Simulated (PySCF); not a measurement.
Species: H₁₃NOSi₅.
SMILES: `[SiH3][SiH2]O[SiH2]N([SiH3])[SiH3]`

Torsions of this conformer, `[SiH3:1][SiH2:2][O:3][SiH2:4][N:5]([SiH3:6])[SiH3:7]`: Si1–Si2–O3–Si4 -2°, Si2–O3–Si4–N5 8°, O3–Si4–N5–Si6 -101°.

The closed-shell ground state was solved at several levels (PySCF, density fitting, gas phase, non-relativistic). Geometry: PBE0-D3(BJ)/def2-SVP, one conformer, isolated molecule.

| level | basis functions | total energy (Eh) | HOMO (eV) | LUMO (eV) | gap (eV) | dipole (D) |
| --- | --- | --- | --- | --- | --- | --- |
| wB97X-D/def2-SVPD | 267 | -1584.7817 | -9.74 | 1.23 | 10.97 | 0.45 |
| PBE0/pcSseg-1 | 219 | -1584.5504 | -7.94 | -0.39 | 7.55 | 0.53 |

Task: What might HF/pcSseg-1 (219 basis functions) give for the same quantities?

Result: Total energy -1581.5892 Eh, HOMO -10.86 eV, LUMO 2.92 eV, gap 13.78 eV, dipole 0.60 D.

Task: Over all these levels, which gives the widest orbital gap and which the narrowest?

Result: HF/pcSseg-1 (Hartree–Fock, all exact exchange) has the widest, 13.78 eV, and PBE0/pcSseg-1 (global hybrid, 25 % exact exchange) the narrowest, 7.55 eV. The two share the basis. From the narrowest to the widest the HOMO moves by -2.92 eV and the LUMO by +3.31 eV. The HOMO need not be the same orbital at Hartree–Fock and at DFT levels.

Task: How far do the dipole and the HOMO energy spread over the levels?

Result: The dipole runs from 0.45 to 0.60 D (mean 0.53 D) and the HOMO from -10.86 to -7.94 eV.

Note: wB97X-D ran without an empirical dispersion term, which enters the total energy and its gradient alone.
